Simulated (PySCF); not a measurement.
Mapped SMILES: `[F:1]/[CH:2]=[C:3](\[F:4])[SiH3:5]` (H(Xn): hydrogen on atom n).

GIAO PBE0/pcSseg-1 shifts (PySCF 2.14.0 with density-fitted response routines, gas phase, non-relativistic, equivalent atoms averaged), each against references optimised in the same way as the molecule (CFCl3, TMS).

On the GFN2-xTB geometry: F1 -134.5, F4 -155.9, C3 154.1, C2 152.4, Si5 -81.6, H(C2) 6.48, H(Si5) 4.20 ppm.

What changes on the PBE0-D3(BJ)/def2-SVP geometry?

## Answers


```
 atoms  δ (ppm)  change
    F1   -126.3    +8.2
    F4   -153.2    +2.7
    C3    151.7    -2.4
    C2    152.2    -0.2
   Si5    -77.8    +3.8
 H(C2)     6.43   -0.05
H(Si5)     4.18   -0.02
```

Unscaled 19F shifts against computed CFCl3 carry errors that often reach 10 to 50 ppm.

Part of each change is the reference's own: σ(CFCl3, F) goes from 170.9 to 177.2 ppm, σ(TMS, C) goes from 186.9 to 184.4 ppm, σ(TMS, Si) goes from 349.2 to 352.0 ppm, σ(TMS, H) goes from 31.72 to 31.27 ppm.

Bonds between heavy atoms that differ most (equivalent bonds averaged): F1–C2 1.341 → 1.323 Å, C3–Si5 1.895 → 1.879 Å, C2–C3 1.324 → 1.337 Å, C3–F4 1.353 → 1.342 Å. Mean change of bonds to hydrogen: C–H +0.015 Å, Si–H +0.030 Å.
